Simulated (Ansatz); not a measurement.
The Ge6–H7 bond of CH6BeGe (SMILES [CH3][Be][GeH3]) is stretched (multiplicity 1, the rest rigid).
Geometry at rest (charge 0, multiplicity 1):
```xyz
9

Be    -0.18385     1.04917    -0.75459
C     -0.41926     2.39261    -1.72083
H     -1.22683     3.03090    -1.34595
H     -0.68259     2.11781    -2.74809
H      0.47838     3.01784    -1.77957
Ge     0.12640    -0.72133     0.51880
H      0.98120    -1.81784    -0.15781
H      0.84789    -0.39872     1.84778
H     -1.19191    -1.41964     0.92529
```

Correlated levels freeze the cores. Filled d and f shells under p-block atoms count as core.

Programs: Ansatz (a first-principles code). Values without a source in brackets are computed.

FIC-MRCISD+Q on CASSCF(2,2)/cc-pVDZ, total energies (hartree):

| R (Å) | CASSCF | MRCISD | weight c² of the reference |
|---|---|---|---|
| 1.546 | -2131.342351 | -2131.631275 | 0.88596 |
| 2.706 | -2131.256531 | -2131.537587 | 0.88614 |
| 4.948 | -2131.225079 | -2131.505416 | 0.88555 |

Q: Add the Davidson correction (E_MRCISD − E_CASSCF)(1 − c²)/c² and give the energies above the first point at the three levels.

A: 
Corrections (hartree): -0.037191, -0.036114, -0.036231. Above the first point (kcal/mol):
- R = 2.706 Å: CASSCF 53.9, MRCISD 58.8, with the correction 59.5
- R = 4.948 Å: CASSCF 73.6, MRCISD 79.0, with the correction 79.6
